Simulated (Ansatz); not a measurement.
Born–Oppenheimer molecular dynamics of AlF2H7N2O (13 atoms, charge 0, multiplicity 1). It starts from a rough guess of a transition structure, not a stationary point.

The calculation used Ansatz 0.2.0, UKS PBE-D4/STO-3G.

- ensemble: NVE (velocity Verlet)
- time step: 0.5 fs
- steps asked: 150
- starting velocities drawn for: 100 K
- seed: 288773

First frame:

```xyz
13
Properties=species:S:1:pos:R:3
Al -0.264 -0.609 0.074
F -0.650 1.054 1.318
N -1.473 -0.511 -1.221
N 0.339 -1.984 1.009
H 1.175 1.788 -0.202
O 1.446 0.595 -0.542
H -0.081 2.042 0.954
F 0.669 2.740 0.334
H -1.956 0.331 -1.499
H -1.927 -1.302 -1.650
H 1.182 -1.943 1.564
H -0.206 -2.779 1.306
H 1.745 0.579 -1.446
```

Question: How far do the bonds stretch over the last three quarters of this one trajectory? (Pairs bonded in most of those frames.)

Answer: 
| bond | mean (Å) | spread (Å) | shortest | longest |
| --- | --- | --- | --- | --- |
| Al1–F2 | 1.797 | 0.139 | 1.55 | 1.97 |
| Al1–N3 | 1.821 | 0.108 | 1.67 | 1.97 |
| Al1–N4 | 1.809 | 0.087 | 1.65 | 1.95 |
| Al1–O6 | 1.899 | 0.149 | 1.66 | 2.09 |
| N3–H9 | 1.059 | 0.034 | 1.00 | 1.12 |
| N3–H10 | 1.060 | 0.029 | 1.01 | 1.12 |
| N4–H11 | 1.060 | 0.024 | 1.01 | 1.11 |
| N4–H12 | 1.063 | 0.030 | 1.01 | 1.12 |
| H5–O6 | 1.178 | 0.041 | 1.11 | 1.29 |
| O6–H13 | 1.044 | 0.060 | 0.95 | 1.13 |

Mean temperature of the second half: 860 K. The conserved energy stayed within 0.76 meV per atom of its start (net change -0.29 meV per atom), so the integration is sound. The system heated up, since it started high on the potential surface and ran downhill. A run of 0.075 ps of so small a system gives no equilibrium averages. The orbitals stay closed-shell, which can raise the energy where a bond breaks towards radicals; this wasn't checked here. Limits of this set-up: minimal basis.

Time of the run: 12 min on 1 CPU thread of a shared host.
